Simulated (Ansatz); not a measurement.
Born–Oppenheimer molecular dynamics of CH5ClOSn (9 atoms, charge 0, multiplicity 1). It starts from a relaxed structure.

Method: RHF/def2-SVP in Ansatz 0.2.0.

* ensemble: NVT, Langevin thermostat
* time step: 0.5 fs
* steps asked: 100
* set temperature: 3000 K
* friction: 0.005 /fs
* seed: 858028

First frame:

```xyz
9
Properties=species:S:1:pos:R:3
Sn -0.030 0.058 0.004
Cl -0.032 0.086 2.369
H 1.585 -0.225 -0.451
C -1.018 1.806 -0.721
H -2.069 1.564 -0.876
H -0.935 2.608 0.011
H -0.581 2.130 -1.665
O -1.144 -1.465 -0.515
H -1.011 -2.300 -0.092
```

**Question.** How far do the bonds stretch over the last three quarters of this one trajectory? (Pairs bonded in most of those frames.)

**Answer.** 
| bond | mean (Å) | spread (Å) | shortest | longest |
| --- | --- | --- | --- | --- |
| Sn1–Cl2 | 2.346 | 0.049 | 2.28 | 2.43 |
| Sn1–H3 | 1.736 | 0.073 | 1.61 | 1.86 |
| Sn1–C4 | 2.185 | 0.029 | 2.15 | 2.25 |
| Sn1–O8 | 2.018 | 0.084 | 1.86 | 2.11 |
| C4–H5 | 1.123 | 0.104 | 0.95 | 1.27 |
| C4–H6 | 1.117 | 0.093 | 0.94 | 1.29 |
| C4–H7 | 1.104 | 0.041 | 1.03 | 1.18 |
| O8–H9 | 0.953 | 0.041 | 0.89 | 1.03 |

Mean temperature of the second half: 1313 K. The mean temperature of the second half is 56 % below the set value. A run of 0.05 ps of so small a system gives no equilibrium averages.

The run took 2.8 min on 1 thread of Intel(R) Xeon(R) 6975P-C (Granite Rapids) (shared host), peak memory 0.22 GiB.
